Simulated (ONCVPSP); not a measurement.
An all-electron radial function and its pseudo partner (V)

Columns: radius, all-electron u(r) and pseudo u(r) of the 3d shell (level -21.32 eV) of vanadium in the configuration [Ne] 3s2 3p6 3d3; PBE, scalar-relativistic, ONCV scheme, ONCVPSP 4.0.1.

```
r (bohr)  all-electron  pseudo
   0.103        0.0442  0.0049
   0.205        0.1887  0.0367
   0.308        0.3706  0.1140
   0.410        0.5357  0.2389
   0.513        0.6666  0.4014
   0.615        0.7583  0.5753
   0.718        0.8150  0.7367
   0.820        0.8413  0.8595
   0.923        0.8449  0.9331
   1.025        0.8320  0.9543
   1.128        0.8077  0.9323
   1.230        0.7763  0.8815
   1.332        0.7404  0.8167
   1.435        0.7015  0.7492
   1.538        0.6614  0.6869
   1.640        0.6216  0.6330
   1.743        0.5820  0.5859
   1.845        0.5439  0.5447
   1.948        0.5067  0.5068
   2.050        0.4715  0.4715
   2.153        0.4376  0.4376
   2.255        0.4058  0.4058
   2.358        0.3755  0.3755
   2.460        0.3472  0.3472
   2.562        0.3207  0.3206
   2.665        0.2955  0.2955
```

Task: How many radial nodes do the two functions have?

Result: The all-electron 3d function has n − l − 1 = 0; the pseudo-wave has 0.

Task: At about which radius was the pseudo-wave matched?

Result: 2.05 bohr, where the columns begin to agree (steps of 0.10 bohr).

Task: Where does each function peak?

Result: Outermost all-electron maximum near 0.92 bohr, pseudo maximum near 1.02 bohr (to the table’s step).

Task: Is the pseudo-wave norm-conserving?

Result: Yes: the ONCV scheme keeps the norm inside the radius equal to the all-electron one, which fixes the energy derivative of the logarithmic derivative at the level.
